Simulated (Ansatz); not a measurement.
Calculation: frozen-core CCSD(T)/def2-TZVPP // r2SCAN-D4/def2-SVP (Ansatz, an electronic-structure program).

Ansatz 0.2 input:
```yaml
crystal:
  periodic: [false, false, false]
  atoms:
    - { symbol: W, position_ang: [0.014032, 0.227223, -0.094268] }
    - { symbol: Cl, position_ang: [0.871632, -1.442701, -1.626219] }
    - { symbol: Cl, position_ang: [-0.933876, -1.450762, 1.3872] }
    - { symbol: N, position_ang: [-1.815859, 0.118717, -0.828826] }
    - { symbol: H, position_ang: [-2.038229, 0.468589, -1.761524] }
    - { symbol: H, position_ang: [-2.570111, -0.451422, -0.453605] }
    - { symbol: N, position_ang: [0.861541, 1.374784, -1.439859] }
    - { symbol: H, position_ang: [0.878422, 2.392825, -1.407115] }
    - { symbol: H, position_ang: [1.340922, 1.006142, -2.261173] }
    - { symbol: N, position_ang: [1.515805, -0.001032, 1.167611] }
    - { symbol: H, position_ang: [1.50984, -0.598664, 1.990751] }
    - { symbol: H, position_ang: [2.46038, 0.307916, 0.935024] }
    - { symbol: N, position_ang: [-0.482228, 1.880646, 0.832502] }
    - { symbol: H, position_ang: [-1.32623, 2.413708, 0.629942] }
    - { symbol: H, position_ang: [0.121039, 2.362042, 1.497224] }
basis:
  gaussian: { orbitals: def2-TZVPP }
correlation:
  method: ccsd_t
```

Output:

```
Functional definition: HF
2264 factors; integrals over basis functions are off by at most 9.7e-4 eV
mean field evaluation 1: about -32862.0655 eV, gradient 7.6e1 eV
mean field evaluation 2: about -32862.4296 eV, gradient 7.7e1 eV
mean field evaluation 4: about -32873.4808 eV, gradient 1.4e1 eV
mean field evaluation 8: about -32873.9778 eV, gradient 1.1e0 eV
mean field evaluation 16: about -32873.9823 eV, gradient 2.6e-6 eV
mean field -32873.98231413 eV, -1208.0965672587 hartree, gradient 2.6e-6 eV, S^2 0.000000; 0 other end points of the search recorded, 0 dependent functions left out
14 core orbitals not correlated
reference -32873.98231413 eV, -1208.0965672587 hartree; 28, 28 occupied and 334, 334 virtual orbitals, 2264 factors
second order -49.06387682 eV of doubles, -0.00000000 eV of singles
cycle   1  -46.84556851 eV  change     2.2e0 eV  update   2.9e-1
cycle   2  -48.50667967 eV  change    -1.7e0 eV  update   1.8e-1
cycle   3  -49.00540368 eV  change   -5.0e-1 eV  update   5.7e-2
cycle   4  -49.00911945 eV  change   -3.7e-3 eV  update   2.8e-2
cycle   5  -48.99019115 eV  change    1.9e-2 eV  update   1.1e-2
cycle   6  -48.99394476 eV  change   -3.8e-3 eV  update   4.9e-3
cycle   7  -48.99469185 eV  change   -7.5e-4 eV  update   2.6e-3
cycle   8  -48.99397441 eV  change    7.2e-4 eV  update   1.2e-3
cycle   9  -48.99422211 eV  change   -2.5e-4 eV  update   6.5e-4
cycle  10  -48.99515227 eV  change   -9.3e-4 eV  update   2.9e-4
cycle  11  -48.99461539 eV  change    5.4e-4 eV  update   1.3e-4
cycle  12  -48.99440241 eV  change    2.1e-4 eV  update   6.4e-5
cycle  13  -48.99453946 eV  change   -1.4e-4 eV  update   2.4e-5
cycle  14  -48.99450414 eV  change    3.5e-5 eV  update   1.5e-5
perturbative correction -2.67696421 eV, -0.0983766202 hartree
Total energy: -32925.65378247 eV, -1209.9954586962 hartree
```

Cost: very roughly 6 core-hours.
